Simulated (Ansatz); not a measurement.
Question: Name a neutral molecule of Al, C, N and H with HOMO energy (ωB97M-V/def2-TZVPP) between -8.05 and -7.75 eV and LUMO energy (PBE/def2-TZVPP) between -1.50 and -1.20 eV (Ansatz, PBE0-D4/def2-TZVP geometry).

Answer: `[NH2][Al]1[CH2][CH2]1` (-7.88 eV, -1.23 eV). Other molecules can fit too; these were computed, each in one conformer that needn't be the lowest.
